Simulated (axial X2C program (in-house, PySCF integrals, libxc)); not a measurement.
**Ionising TcH**

Computed with an in-house all-electron X2C program for linear molecules (integrals from PySCF), spin-free (one-electron X2C) or two-component (2c: spin–orbit coupling with atomic mean-field Coulomb and Gaunt terms, which also bring small scalar terms), in Dyall basis sets with cores contracted in-house; open shells are unrestricted.

Basis sets: H dyall-v3z, Tc dyall-cv3z. Frozen shells (counts by l): TcH Tc 4s3p1d, H none, 8 electrons correlated; TcH⁺ Tc 4s3p1d, H none, 7 electrons correlated. Where the outer core of a metal is frozen, bonds come out longer and ionisation energies lower.

| Hamiltonian | level | TcH state | Re (Å) | ωe (cm⁻¹) | De (eV) |
| --- | --- | --- | --- | --- | --- |
| spin-free | HF | M_S = 2, Λ = 1 | 1.728 | 1604.0 | 0.54 |
| spin-free | PBE0 | M_S = 2, Λ = 1 | 1.646 | 1865.3 | 2.49 |
| spin-free | MP2 | M_S = 2, Λ = 1 | 1.640 | 1879.7 | 1.88 |
| 2c | HF | Ω = 3 | 1.730 | 1603.0 | 0.58 |
| 2c | PBE0 | Ω = 3 | 1.647 | 1858.9 | 2.54 |

Adiabatic ionisation energy (minimum to minimum, no zero-point term) and constants of TcH⁺:

```csv
Hamiltonian,level,TcH⁺ state,IE (eV),Re (Å),ωe (cm⁻¹),De (eV),fragments
spin-free,HF,"M_S = 5/2, Λ = 0",5.06,1.729,1652.9,1.02,Tc+ + H
spin-free,PBE0,"M_S = 5/2, Λ = 0",6.84,1.657,1909.7,2.41,Tc+ + H
spin-free,MP2,"M_S = 5/2, Λ = 0",6.62,1.646,1961.9,2.02,Tc+ + H
2c,HF,Ω = 5/2,5.10,1.729,1652.9,1.02,Tc+ + H
2c,PBE0,Ω = 5/2,6.89,1.657,1908.8,2.41,Tc+ + H
```

(1) Add the zero-point terms to the ionisation energy at PBE0, 2c, and say whether the electron removed was bonding.

(2) Close the cycle De(TcH⁺) + IE(TcH) = De(TcH) + IE(Tc) to find the atomic ionisation energy at PBE0, 2c.

Each entry is the lowest single determinant of a limited PBE0 search at one distance. De goes to single-determinant-based atoms at the same level (for ions the charge split of lowest energy) and is withheld (n/a) where an atom does not fit its ground term or J level. Main or longest-lived isotopes. One determinant is a doubtful description, or other states lie close, for TcH, TcH⁺; these need not be ground states, and all values refer to the states named. Some open-shell Ω = 0 determinants are out of reach, so the Ω given for TcH need not be the lowest component. With several unpaired electrons the Ω given is that of one determinant, not necessarily of the lowest component. The functionals have no current term, which raises determinants with orbital currents.

Answers

(1) IE0 = IE + (ωe⁺ − ωe)/2 = 6.89 + (0.003) = 6.89 eV. Re changes by 0.010 Å, so the electron was nearly non-bonding.

(2) IE(Tc) = 2.41 + 6.89 − 2.54 = 6.76 eV, for the determinants used.
